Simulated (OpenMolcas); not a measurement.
**Cr III: effect of the active space**

```
Program             : OpenMolcas 26.06
Method              : MS-CASPT2 or its RAS form, IPEA 0.25 Eh, imaginary shift 0.1 Eh
Basis               : ANO-RCC-VTZP
Scalar Hamiltonian  : DKH2, point nucleus
Spin-orbit coupling : state interaction with AMFI integrals over the reference wave functions, term energies averaged over their components
```

A. 4 electrons in 5 orbitals (3d); 2S+1 = 5 even, 5 roots; 2S+1 = 3 even, 45 roots; 2S+1 = 1 even, 50 roots; closed shells correlated: 3s 3p; CASPT2 step roughly 21 core-seconds
B. 4 electrons in 6 orbitals (3d 4s); 2S+1 = 5 even, 15 roots; 2S+1 = 3 even, 90 roots; 2S+1 = 1 even, 77 roots; closed shells correlated: 3s 3p; CASPT2 step roughly 60 core-seconds
C. 10 electrons in 8 orbitals (RAS1 3p, at most 2 holes; RAS2 3d); 2S+1 = 5 even, 5 roots; 2S+1 = 3 even, 45 roots; 2S+1 = 1 even, 44 roots; closed shells correlated: 3s; CASPT2 step about 70 core-seconds
D. 4 electrons in 9 orbitals (RAS2 3d 4s; RAS3 4p, at most 2 electrons); 2S+1 = 5 even, 15 roots; 2S+1 = 3 even, 90 roots kept (CI in the orbitals of an earlier block); 2S+1 = 1 even, 84 roots kept (CI in the orbitals of an earlier block); 2S+1 = 5 odd, 30 roots (21 in the spin-orbit step); 2S+1 = 3 odd, 65 roots kept (CI in the orbitals of an earlier block, 5 in the spin-orbit step); 2S+1 = 1 odd, 33 roots kept (CI in the orbitals of an earlier block, 0 in the spin-orbit step); closed shells correlated: 3s 3p; CASPT2 step of the order of 2.9 core-minutes
E. 4 electrons in 10 orbitals (3d 4d); 2S+1 = 5 even, 5 roots; 2S+1 = 3 even, 45 roots; 2S+1 = 1 even, 44 roots; closed shells correlated: 3s 3p; CASPT2 step roughly 19 core-minutes

Energies in eV above 3d⁴ ⁵D₀, the measured ground level; measured values from Sugar and Corliss, J. Phys. Chem. Ref. Data 6, 317 (1977).

```json
{"Level": "3d⁴ ⁵D₀", "A": "0.0000", "B": "0.0000", "C": "0.0000", "D": "0.0000", "E": "0.0000", "Measured": "0.0000"}
{"Level": "3d⁴ ⁵D₁", "A": "0.0082", "B": "0.0088", "C": "0.0085", "D": "0.0088", "E": "0.0083", "Measured": "0.0077"}
{"Level": "3d⁴ ⁵D₂", "A": "0.0242", "B": "0.0260", "C": "0.0252", "D": "0.0261", "E": "0.0246", "Measured": "0.0227"}
{"Level": "3d⁴ ⁵D₃", "A": "0.0475", "B": "0.0509", "C": "0.0495", "D": "0.0510", "E": "0.0484", "Measured": "0.0442"}
{"Level": "3d⁴ ⁵D₄", "A": "0.0773", "B": "0.0828", "C": "0.0807", "D": "0.0830", "E": "0.0790", "Measured": "0.0714"}
{"Level": "3d⁴ ³P₀(1)", "A": "2.080", "B": "2.114", "C": "2.121", "D": "2.087", "E": "2.140", "Measured": "2.0794"}
{"Level": "3d⁴ ³P₁(1)", "A": "2.129", "B": "2.165", "C": "2.172", "D": "2.141", "E": "2.189", "Measured": "2.1286"}
{"Level": "3d⁴ ³H₄", "A": "2.174", "B": "2.205", "C": "2.187", "D": "2.200", "E": "2.216", "Measured": "2.1417"}
{"Level": "3d⁴ ³H₅", "A": "2.191", "B": "2.223", "C": "2.205", "D": "2.220", "E": "2.235", "Measured": "2.1569"}
{"Level": "3d⁴ ³H₆", "A": "2.210", "B": "2.244", "C": "2.225", "D": "2.241", "E": "2.257", "Measured": "2.1735"}
{"Level": "3d⁴ ³P₂(1)", "A": "2.216", "B": "2.256", "C": "2.262", "D": "2.236", "E": "2.277", "Measured": "2.2133"}
{"Level": "3d⁴ ³F₂(1)", "A": "2.318", "B": "2.349", "C": "2.357", "D": "2.332", "E": "2.368", "Measured": "2.2877"}
{"Level": "3d⁴ ³F₃(1)", "A": "2.325", "B": "2.356", "C": "2.365", "D": "2.340", "E": "2.376", "Measured": "2.2951"}
{"Level": "3d⁴ ³F₄(1)", "A": "2.336", "B": "2.366", "C": "2.375", "D": "2.350", "E": "2.388", "Measured": "2.3040"}
{"Level": "3d⁴ ³G₃", "A": "2.630", "B": "2.646", "C": "2.660", "D": "2.611", "E": "2.664", "Measured": "2.5669"}
{"Level": "3d⁴ ³G₄", "A": "2.650", "B": "2.667", "C": "2.681", "D": "2.634", "E": "2.687", "Measured": "2.5854"}
{"Level": "3d⁴ ³G₅", "A": "2.669", "B": "2.687", "C": "2.701", "D": "2.654", "E": "2.708", "Measured": "2.6032"}
{"Level": "3d⁴ ¹G₄(1)", "A": "3.223", "B": "3.236", "C": "3.254", "D": "3.190", "E": "3.302", "Measured": "3.1168"}
{"Level": "3d⁴ ³D₃", "A": "3.276", "B": "3.271", "C": "3.335", "D": "3.215", "E": "3.312", "Measured": "3.1897"}
{"Level": "3d⁴ ³D₂", "A": "3.283", "B": "3.278", "C": "3.342", "D": "3.222", "E": "3.318", "Measured": "3.1964"}
{"Level": "3d⁴ ¹I₆", "A": "3.286", "B": "3.298", "C": "3.283", "D": "3.310", "E": "3.370", "Measured": "3.2254"}
{"Level": "3d⁴ ³D₁", "A": "3.290", "B": "3.285", "C": "3.349", "D": "3.230", "E": "3.324", "Measured": "3.2048"}
{"Level": "3d⁴ ¹F₃", "A": "4.685", "B": "4.686", "C": "4.727", "D": "4.623", "E": "4.759", "Measured": "4.5881"}
{"Level": "3d⁴ ³F₄(2)", "A": "5.581", "B": "5.528", "C": "5.570", "D": "5.419", "E": "5.597", "Measured": "5.3669"}
```

Deviations, from unrounded energies. A percentage is the sum of absolute deviations over the sum of measured energies, with the sign that they share, or ± where signs differ.

```json
{"Against measurement": "mean absolute deviation (cm-1)", "Levels": "23", "A": "400", "B": "510", "C": "620", "D": "300", "E": "730"}
{"Against measurement": "fine structure of the ground term (%)", "Levels": "4", "A": "+7.6", "B": "+15.3", "C": "+12.2", "D": "+15.6", "E": "+9.8"}
{"Against measurement": "other terms of the ground configuration (%)", "Levels": "19", "A": "+2.1", "B": "+2.7", "C": "+3.3", "D": "+1.6", "E": "+3.9"}
```

D lies closest to measurement on these levels and E furthest from it. The largest miss of D in the table is 3d⁴ ¹I₆, by +680 cm-1. The ranking rests on the paired levels alone, and a cruder setting can come out closer through cancelling errors.

The spin-orbit steps hold different terms of 3d⁴ (B lacks a ¹S; C lacks a ¹D, a ¹S; D lacks a ¹S; E lacks a ¹D, a ¹S), which shifts levels as well.

The two smallest mean deviations differ by little beside CASPT2's spread within terms, so their order carries little weight.

Among A to E the level of the table that moves most is 3d⁴ ³F₄(2), by 1400 cm-1 (lowest in D, highest in E). Moves below CASPT2's spread within the term are not significant.

CASPT2 does not keep the components of a term degenerate, so their means are used; among the terms shown or strongly mixed into the levels shown the widest spread is 1700 cm-1 (3d⁴ ¹I, C). Over all roots computed the reference weight is 0.86 to 0.95 in D; the roots of lowest weight are the least certain, and an intruder state may touch them. The CASPT2 spread within a term exceeds the gap to the next term for 3d⁴ ³P(1) and 3d⁴ ³H, 3d⁴ ³D and 3d⁴ ¹I, so the order of their levels is uncertain (figures for A; the like holds for C, D, E). Blocks of more than 70 roots (2S+1 = 3 even, 1 even) ran without multistate coupling (holds for B; D). Configurations are named by rounded mean occupations; where the s occupation lies near a half they are strongly mixed, a name can repeat and a true partner stay unpaired (holds for B). Active for correlation alone: 3p; no level in the range computed is led by a configuration that opens it, so any true level of that kind is missing (holds for C). Some high roots are left out of the spin-orbit mixing, which shifts the levels that they would mix with (holds for D). Terms from blocks run as CI alone lack orbitals of their own (holds for D). Active for correlation alone: 4d; no level in the range computed is led by a configuration that fills it, so any true level of that kind is missing (holds for E). Measured partners are found by configuration, term and J. A level has none where our copy of the source lacks it or the pairing is in doubt (some pairs that miss far off the trend of their configuration count as doubtful), and it then counts in no deviation. Only configurations of the active space appear. The table leaves out levels that lie high or whose names do not pair safely across all columns.

A number in round brackets counts repeated terms of one configuration in the order of the reference energies.
